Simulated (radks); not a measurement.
Question: These are the eigenvalues of the occupied orbitals of an atom or ion with whole-number occupations (hartree). Calculated with a radial shooting solver on a logarithmic mesh with Libxc functionals: Dirac Kohn-Sham, PBEsol, spin-unpolarised, spherical densities, point nucleus.

| orbital | eigenvalue |
|---|---|
| 1s1/2 | -2036.454 |
| 2s1/2 | -340.4494 |
| 2p1/2 | -324.0412 |
| 2p3/2 | -292.5670 |
| 3s1/2 | -76.02721 |
| 3p1/2 | -68.85019 |
| 3p3/2 | -62.27715 |
| 3d3/2 | -49.97065 |
| 3d5/2 | -48.53410 |
| 4s1/2 | -15.00710 |
| 4p1/2 | -12.15897 |
| 4p3/2 | -10.68204 |
| 4d3/2 | -5.99410 |
| 4d5/2 | -5.72616 |
| 5s1/2 | -1.84955 |
| 5p1/2 | -1.08310 |
| 5p3/2 | -0.89836 |
| 6s1/2 | -0.13996 |
| 4f5/2 | -0.13725 |
| 4f7/2 | -0.10134 |

Which element is it, and in what charge state? The configuration may be excited. Open shells, if any, are shared by 2j + 1.

Answer: Z = 67, holmium, charge 0: Ho in [Xe] 4f11 6s2. The list shows which subshells hold electrons but not how many an open one holds; the 1s level, -2036.5 hartree, gives Z - s = 63.8 by -(Z - s)^2/2, which with screening and relativity narrows Z to a few neighbours, and the depths of the outer levels then fix element, charge and occupations together.
